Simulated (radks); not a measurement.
Polarisability of the nitrogen ion N+, [He] 2s2 2p2, at imaginary frequency. Calculated with a radial shooting solver on a logarithmic mesh with Libxc functionals: non-relativistic Kohn-Sham, LB94 model potential, spin-unpolarised, spherical densities, point nucleus. Response by self-consistent Sternheimer equations with the Hartree and adiabatic LDA kernel.

w (hartree)  alpha1(iw) (bohr^3)
0.00266                    3.686
0.0143                     3.684
0.0360                     3.675
0.0697                     3.646
0.118                      3.575
0.186                      3.427
0.280                      3.160
0.413                      2.746
0.605                      2.201
0.892                      1.594
1.35                       1.017
2.12                      0.5529
3.59                      0.2427
6.94                     0.07822
17.5                     0.01506

Static values: alpha1 = 3.686 bohr^3 (0.5462 angstrom^3; uncoupled 5.533). C6 = 7.905, triple-dipole C9 = 20.81 atomic units. One-pole (London) frequency 4 C6 / (3 alpha1^2) = 0.776 hartree, against 1.009 for minus the highest occupied eigenvalue.
